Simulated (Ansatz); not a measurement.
ZrTe₂, relaxed as a singlet with RKS PBE-D4/def2-TZVP in Ansatz, starting from the GFN2-xTB geometry. Force threshold 0.02 eV/Å.

In the def2 sets Te, Zr take a core potential; there is no spin–orbit coupling. The restricted singlet is unstable towards broken spin symmetry in Hartree–Fock (as tested in another run); at PBE-D4/def2-TZVP this wasn't settled. The relaxation made no stability test and no search for a lower SCF solution. No other spin state of charge 0 was run. Another isomer (singlet) lies 1.52 eV lower at PBE0-D4/def2-TZVP; other spin states weren't run for this one.

Start:

```xyz
3

Zr   -0.916    2.486    0.988
Te    0.819   -1.357   -1.813
Te    0.098   -1.129    0.825
```

Estimate the energy that the relaxation releases and the steps that it takes.

86.1 kcal/mol, in 14 steps; 21 s on 4 threads of Arm Neoverse V1 on a shared host. No frequencies were taken in this run, so the end may be a saddle point.

Does the start keep its bonding and symmetry?

Bonds formed: Zr1–Te2 (atoms count from 1). Point group Cs at the start, C2v at the end, both within 0.05 Å.

Predict the relaxed structure.


Cartesian coordinates in Å:
```
Zr -0.4470 1.4886 0.1845
Te 0.4888 -0.5018 -1.4138
Te -0.0418 -0.9868 1.2293
```
Bond lengths: 2 × Te–Zr 2.72 Å; 1 × Te–Te 2.74 Å.
